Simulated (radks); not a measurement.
The table gives one normalised radial function P(r) = r R(r) of Br2+ in [Ar] 3d10 4s2 4p3 (r in bohr). All-electron calculation, non-relativistic Kohn-Sham, PBE, spin-polarised, spherical densities, point nucleus; open shells are filled with parallel spins first. Program: a radial shooting solver on a logarithmic mesh with Libxc functionals.

r          P
0.006189  0.0002
0.007034  0.0002
0.008059  0.0003
0.009233  0.0005
0.01049   0.0007
0.01202   0.0011
0.01377   0.0016
0.01565   0.0022
0.01793   0.0033
0.02038   0.0047
0.02335   0.0068
0.02676   0.0099
0.03041   0.0140
0.03484   0.0200
0.0396    0.0279
0.04537   0.0395
0.05197   0.0553
0.05907   0.0754
0.06768   0.1037
0.07754   0.1411
0.08812   0.1863
0.101     0.2469
0.1147    0.3173
0.1315    0.4073
0.1506    0.5129
0.1712    0.6253
0.1961    0.7549
0.2247    0.8892
0.2554    1.0125
0.2926    1.1307
0.3325    1.2201
0.381     1.2815
0.4365    1.2999
0.4961    1.2740
0.5684    1.2017
0.646     1.0968
0.7401    0.9561
0.8479    0.7976
0.9637    0.6443
1.104     0.4891
1.265     0.3519
1.438     0.2443
1.647     0.1549
1.872     0.0937
2.145     0.0502
2.457     0.0242
2.793     0.0109
3.199     0.0041
3.666     0.0013
4.166     0.0004
4.773     0.0001
5.425     0.0000
6.215     0.0000

Which n and l does it have? It may be an empty orbital.

Answer. n = 3, l = 2: the number of nodes gives n - l - 1 = 0, the rise at small r (about r^(l+1)) gives l, and the extent must fit the shell. The curve is that of 3d up; the table hardly tells the two spins apart. 3d up: eigenvalue -92.294 eV, 0 radial nodes, <r> = 0.588 bohr, 90 % of the charge inside 0.968 bohr.
